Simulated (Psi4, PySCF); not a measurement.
Here is a job for PySCF.
```python
from pyscf import gto, scf, dft

mol = gto.M(
    atom='''
Ni   -0.00003582   -0.00773716    0.01960940
O     1.93923716    1.49032821   -1.61885180
C     1.19284818    0.91499975   -0.99111156
O     1.44317332   -1.42618256    2.16326098
C     0.88547197   -0.88079153    1.34248493
O    -1.42199832   -1.96263108   -1.66803699
C    -0.87547925   -1.21207300   -1.01987292
O    -1.94751852    1.86910439    1.19287458
C    -1.19927282    1.14744715    0.74402434
''',
    basis='sto-3g',
    verbose=4,
)

mf = dft.RKS(mol)
mf.xc = 'pbe0'
mf.grids.atom_grid = (99, 590)
mf.grids.prune = None
mf.kernel()
```

Problem. Write the same job for Psi4.

Solution. Several could match; the one computed here: 
```
memory 2 GB

molecule {
0 1
  Ni   -0.00003582   -0.00773716    0.01960940
  O     1.93923716    1.49032821   -1.61885180
  C     1.19284818    0.91499975   -0.99111156
  O     1.44317332   -1.42618256    2.16326098
  C     0.88547197   -0.88079153    1.34248493
  O    -1.42199832   -1.96263108   -1.66803699
  C    -0.87547925   -1.21207300   -1.01987292
  O    -1.94751852    1.86910439    1.19287458
  C    -1.19927282    1.14744715    0.74402434
}

set basis sto-3g
set scf_type pk
set puream true
set d_convergence 1e-8
set dft_radial_points 99
set dft_spherical_points 590

energy('pbe0')
print_variables()
```

Both were run: PySCF gave -1938.011152 Eh and Psi4 -1938.011154 Eh, 0.003 mEh apart.
